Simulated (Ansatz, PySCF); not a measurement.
Molecule: CH4O2, net charge 0, singlet state. 
Structure (B3LYP-D3(BJ)/def2-TZVP (Ansatz, a quantum-chemistry and plane-wave program) minimum search):
SMILES: OCO
```xyz
7

O     -1.0706     0.4529     0.2878
C     -0.1133    -0.5141    -0.0675
O      1.1760     0.0251    -0.2250
H     -1.1199     1.1035    -0.4232
H     -0.3449    -0.9848    -1.0262
H     -0.1496    -1.2587     0.7315
H      1.4512     0.3997     0.6207
```

Total electronic energies in hartree. Correlated levels leave the core frozen unless marked. Spin-orbit coupling is left out. No relativistic terms. CBS(X,Y): correlation extrapolated as X^-3; Hartree-Fock from the larger set. [CCSD(T)-MP2]/basis is that difference in the basis named.

| level | program | energy (Eh) |
|---|---|---|
| HF-D3(BJ)/def2-TZVPD | PySCF + dftd3 | -190.02216 |
| BLYP-D3(BJ)/def2-TZVPD | Ansatz + dftd3 | ? |
| BP86-D3(BJ)/def2-TZVPD | PySCF + dftd3 | -191.04477 |
| r2SCAN/def2-TZVPD | Ansatz | -190.93599 |
| r2SCAN-D4/def2-TZVPD | Ansatz + dftd4 | -190.93656 |
| PBE0/6-31G* | Ansatz | -190.72821 |
| PBE0-D3(BJ)/def2-TZVPD | Ansatz + dftd3 | -190.83046 |
| PBE0/def2-TZVP | Ansatz | ? |
| BHLYP-D4/def2-TZVPD | Ansatz + dftd4 | -190.93653 |
| BHLYP/def2-TZVPD | Ansatz | -190.93408 |
| TPSSh-D3(BJ)/def2-TZVPD | PySCF + dftd3 | -191.03905 |
| r2SCAN0/def2-TZVPD | Ansatz | -190.90861 |
| MN15-D3(BJ)/def2-TZVPD | PySCF + dftd3 | -190.83709 |
| MN15/def2-TZVPD | PySCF | -190.83708 |
| CAM-B3LYP/def2-TZVPD | Ansatz | ? |
| LC-wPBE-D4/def2-TZVPD | Ansatz + dftd4 | -190.93204 |
| LC-wPBE/def2-TZVPD | Ansatz | -190.92941 |
| B2GP-PLYP-D3(BJ)/def2-TZVPD | Ansatz + dftd3 | -190.86630 |
| SCS-MP2/6-31G* | Ansatz | -190.37500 |
| CCSD/STO-3G | Ansatz | -187.54242 |
| CCSD(T)/STO-3G | Ansatz | -187.54425 |
| CCSD(T)/aug-cc-pVDZ | Ansatz | -190.53869 |
| RI-MP2/CBS(aug-cc-pVTZ,aug-cc-pVQZ)+[CCSD(T)-MP2]/aug-cc-pVTZ | Ansatz | -190.7940 |

Q: Some entries are withheld; supply them.

A: 
- BLYP-D3(BJ)/def2-TZVPD, energy (Eh): -190.99818
- PBE0/def2-TZVP, energy (Eh): -190.82515
- CAM-B3LYP/def2-TZVPD, energy (Eh): -190.96843
